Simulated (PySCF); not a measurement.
## MoO₂Cl₂: calculation against measurement

Isolated MoO₂Cl₂, optimised in PySCF with density fitting and no spin–orbit coupling; def2 sets carry scalar-relativistic core potentials from Rb on. All levels below give a singlet of C2v symmetry: PBE0/def2-TZVP Mo–Cl 2.243 Å (×2), Mo–O 1.663 Å (×2); B3LYP/def2-TZVP Mo–Cl 2.261 Å (×2), Mo–O 1.677 Å (×2); PBE/def2-TZVP Mo–Cl 2.256 Å (×2), Mo–O 1.690 Å (×2).

Formally Mo is in oxidation state +6, d0. The polar-tensor charge on Mo, 2.19, is far below the formal one.

**Question.** The tabulated gas-phase entropy at 298.15 K and 1 bar is 337.60 J/(mol K) (Chase, 1998, NIST Chemistry WebBook). What do rigid-rotor harmonic-oscillator sums give?

**Answer.** PBE0/def2-TZVP 337.8, B3LYP/def2-TZVP 338.8, PBE/def2-TZVP 340.1 J/(mol K).

**Question.** ΔfH°(298 K) is -633.04 kJ/mol (Chase, 1998, NIST Chemistry WebBook), and for the gaseous atoms Mo 659.0, O 249.2, Cl 121.3 kJ/mol (tabulated in the package mendeleev). Compare the atomisation enthalpy with the calculations.

**Answer.** From the tables it is 659.0 + 2 × 249.2 + 2 × 121.3 − (-633.0) = 2033 kJ/mol. To a computed De one adds −ZPE (-24.9), the atoms' spin–orbit lowering from NIST levels (-8.9) and the thermal terms (13.8), all taken at PBE0/def2-TZVP.
| level | De (kJ/mol) | ΔatH°(298 K) | computed − tabulated |
| --- | --- | --- | --- |
| PBE0/def2-TZVP | 1943 | 1923 | -111 |
| B3LYP/def2-TZVP | 1980 | 1960 | -73 |
| PBE/def2-TZVP | 2185 | 2165 | 132 |
